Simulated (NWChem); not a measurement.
# Ge2H6O; SMILES [GeH3][O][GeH3]

```xyz
9

Ge     0.0095     1.5878    -0.0523
O     -0.8332    -0.0001    -0.0056
Ge     0.0093    -1.5878     0.0515
H     -1.1129     2.6466    -0.0991
H      0.8830     1.7589     1.2197
H      0.9067     1.6718    -1.3164
H      0.9062    -1.7544    -1.2047
H     -1.1131    -2.6473     0.0744
H      0.8832    -1.6754     1.3317
```
Atoms are numbered in this order, from 1.

Level: B3LYP/6-31G* (spherical d) (NWChem), optimised geometry, unscaled harmonic frequencies. B3LYP is NWChem's, with the RPA form of VWN correlation.

```tsv
frequency (cm⁻¹)	IR intensity (km/mol)
68	2.8
74	0.0
119	0.5
473	3.2
602	0.9
611	0.0
642	72.6
675	69.9
782	649.3
860	0.0
864	93.3
868	11.2
868	37.7
892	70.1
901	0.8
2087	42.2
2095	0.0
2100	122.0
2103	346.0
2138	124.3
2141	146.3
```

```yaml
zero_point_energy: 31.4 kcal/mol
thermal correction to the enthalpy at 298.15 K (with zero-point energy): 36.0 kcal/mol
heat capacity Cv: 20.9 cal/(mol K)
entropy at 298.15 K and 1 atm (symmetry number 2): 81.4 cal/(mol K)
dipole_moment: 1.16 D
```

Rigid rotor and harmonic oscillator; modes under 100 cm⁻¹ make the entropy uncertain.
